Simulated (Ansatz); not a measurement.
```xyz
4

Cl    0.0000    0.0000    0.3768
F     0.0000    0.0000   -1.2583
F     0.0000    2.5718    0.2216
F     0.0000   -1.7145    0.2733
```

Basis set: pcseg-2 (spherical functions). Charge 0, multiplicity 1.

Computed with Ansatz (development build ahead of 0.2.0); each method stands on the lowest determinant of its kind that the runs found. Restricted functionals stand beside restricted open-shell atoms, which can lie above the unrestricted atoms usual in DFT and then raise those values.

(1) Give the atomization energy at this shape (free ground-state atoms in the same class of orbitals less the molecule, no zero-point energy) of singlet ClF3 by r²SCAN (unrestricted), PBE0 (unrestricted), PBE0 (restricted).

## Answers

(1)

| method | atomization energy |
| --- | --- |
| r²SCAN (unrestricted) | 3.98 eV |
| PBE0 (unrestricted) | 3.36 eV |
| PBE0 (restricted) | 3.26 eV |

Caution: the shape is not the minimum. Caution for r²SCAN (unrestricted), PBE0 (unrestricted): the unrestricted determinant is spin contaminated. Caution for PBE0 (restricted): an unrestricted determinant lies well below.
